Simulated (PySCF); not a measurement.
NICS in rings of unrelated molecules.

Definitions: NICS(0) = −σiso at the ring centroid; NICS(1) = −σiso and NICS(1)zz = −σzz at ±1 Å along the ring normal z. Level: GIAO PBE0/pcSseg-1 (PySCF, non-relativistic, gas phase) on the GFN2-xTB geometries, one conformer each. Atom numbers follow the mapped SMILES.

Question: Order these rings by mean NICS(1)zz, lowest (most negative) first (ppm).
A. ring C3–C4–C5–C6–O7 in `[O:1]=[P:2]1([c:3]2[cH:4][cH:5][cH:6][o:7]2)[CH2:8][CH:9]=[CH:10][CH2:11]1`
B. ring C2–C3–C4–C5–P6 in `[CH3:1][C:2]1=[CH:3][CH2:4][CH2:5][PH:6]1`
C. ring C3–N4–N5–C6–O8 in `[CH3:1][S:2][c:3]1[n:4][n:5][c:6]([CH3:7])[o:8]1`
D. ring C4–P5–C6–O7–C8 in `[CH3:1][C:2](=[O:3])[c:4]1[p:5][cH:6][o:7][c:8]1[CH:9]1[CH2:10][CH2:11]1`
E. ring P3–C5–C6 in `[CH3:1][CH2:2][P@@:3]1(=[S:4])[CH2:5][C@H:6]1[SiH3:7]`
F. ring C2–C3–P5 in `[CH3:1][C:2]1=[C:3]([CH3:4])[P:5]1[CH3:6]`
G. ring P2–C3–C4–C5–C6 in `[CH3:1][P:2]1[CH:3]=[CH:4][CH2:5][CH2:6]1`

Answer: A (-26.9), C (-23.3), D (-21.3), F (-17.8), E (-14.3), G (-4.5), B (-2.5).

```csv
SMILES,ring,NICS(0),NICS(1),NICS(1)zz,HOMA,rms pucker (Å),ring atoms with four or more neighbours
O=P1(c2ccco2)CC=CC1,5-membered ring with O; formal bonds all aromatic,-12.0,-10.7,-26.9,0.51,0.00,0
CSc1nnc(C)o1,5-membered ring with 2 N and O; formal bonds all aromatic,-8.7,-9.4,-23.3,0.36,0.00,0
CC(=O)c1pcoc1C1CC1,5-membered ring with O and P; formal bonds all aromatic,-10.4,-9.9,-21.3,0.48,0.00,0
CC1=C(C)P1C,"3-membered ring with P; formal bonds 1 double, 2 single",-27.9,-8.9,-17.8,-1.25,0.00,0
CC[P@@]1(=S)C[C@H]1[SiH3],3-membered ring with P; formal bonds all single,-28.8,-7.2,-14.3,–,0.00,3
CP1C=CCC1,"5-membered ring with P; formal bonds 1 double, 4 single",-3.1,-3.4,-4.5,–,0.09,2
CC1=CCCP1,"5-membered ring with P; formal bonds 1 double, 4 single",-3.2,-3.5,-2.5,–,0.12,2
```

NICS(0) gives another order. The isotropic NICS(1) gives another order. Over the 4 rings with a HOMA value its correlation coefficient with NICS(1)zz is -0.81. HOMA uses Krygowski's 1993 parameters; it is left out where a ring has a four-coordinate atom, a triple bond, no multiple bond or a kind of bond without parameters. NICS(1) and NICS(1)zz are means over the two faces.
